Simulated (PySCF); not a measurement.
B(GeH3)(OH)2 (BGeH5O2), SMILES O[B](O)[GeH3].

Geometry optimised at ωB97X-D3(BJ)/def2-SVP. This is a generated structure with no PubChem entry under its InChIKey; it may be hypothetical. The values are those of a single conformer.

Method: PySCF with PBE/def2-TZVP.

Isolated molecule, no solvent.

```yaml
total_energy: -2254.95469 hartree
highest_occupied_level: -6.74 eV
lowest_empty_level: -1.05 eV
orbital_gap: 5.69 eV
dipole_moment: 1.22 D
quadrupole, principal values (traceless, Buckingham form, about the centre of nuclear charge): -12.26, 0.60, 11.66 D·Å
mean_static_polarisability: 56.3 bohr³ (8.34 Å³)
polarisability_principal_values: 46.9, 58.0, 63.9 bohr³
```
